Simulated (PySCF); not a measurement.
## [Ce(NH2)4]− at several levels of theory

Computed with PySCF 2.14.0 (density fitting, no spin-orbit coupling) at the geometry relaxed with TPSS:

```xyz
13
[Ce(NH2)4]− (singlet in the valence; each metal's 4f electrons, 1 of them, lie in its core potential, out of spins and levels)
Ce    0.0003    0.0000    0.0000
N     1.4289    1.2996    1.3988
H     1.4207    1.4868    2.4112
H     2.2973    1.7427    1.0615
N    -1.4286   -1.3984    1.2996
H    -2.2963   -1.0599    1.7432
H    -1.4221   -2.4109    1.4866
N     1.4289   -1.2996   -1.3988
H     2.2973   -1.7427   -1.0615
H     1.4207   -1.4868   -2.4112
N    -1.4286    1.3984   -1.2996
H    -1.4221    2.4109   -1.4866
H    -2.2963    1.0599   -1.7432
```

| level | basis | state | HOMO (eV) | gap (eV) | charge on Ce1 (e) | population of f-type functions on Ce1 (polarisation alone where 4f lies in the core) | dipole about the centre of mass (D) | largest force component (eV/Å) |
| --- | --- | --- | --- | --- | --- | --- | --- | --- |
| TPSS | Ce lcecp-1-SVP with ECP47, N def2-SVP, H def2-SVP | singlet | 0.12 | 3.02 | 0.63 | 0.06 | 0.00 | 0.01 |
| HF | the same | singlet | -4.59 | 9.69 | 1.31 | 0.06 | 0.00 | 1.00 |
| CAM-B3LYP | the same | singlet | -2.58 | 6.61 | 0.72 | 0.06 | 0.00 | 0.33 |
| PBE0 | the same | singlet | -1.18 | 4.68 | 0.75 | 0.06 | 0.00 | 0.35 |
| TPSS | Ce lcecp-1-TZVP with ECP47, N def2-TZVP, H def2-TZVP | singlet | -0.23 | 3.18 | 1.50 | 0.07 | 0.00 | 0.36 |

In the lcecp rows the 4f levels are missing from HOMO and gap, and the state counts the valence alone.

Charges are Mulliken's, which hang on the basis. The relaxation used the grid (50, 194), these runs (75, 302) or, all-electron (x2c bases, spin-free X2C Hamiltonian), (99, 590).

Q: What does M06-L with Ce lcecp-1-SVP with ECP47, N def2-SVP, H def2-SVP give here?

A: state singlet, HOMO (eV) 0.09, gap (eV) 3.83, charge on Ce1 (e) 0.93, population of f-type functions on Ce1 (polarisation alone where 4f lies in the core) 0.05, dipole about the centre of mass (D) 0.00, largest force component (eV/Å) 0.36. Time: 19 s on 2 threads of Arm Neoverse V1, with other jobs on the host, from an already converged density.

In the first row's basis the gap widens with exact exchange: 3.0 to 3.8 eV for TPSS, M06-L (none); 4.7 eV for PBE0 (a fixed share); 6.6 to 9.7 eV for CAM-B3LYP, Hartree–Fock (rising or full at long range).

No frequency check is given that shows the relaxed geometry to be a minimum. An lcecp potential fixes the number of 4f electrons, so in runs with it no electron can move into or out of that shell.

The highest filled level of some runs lies above zero, as often for anions with such functionals and bases.
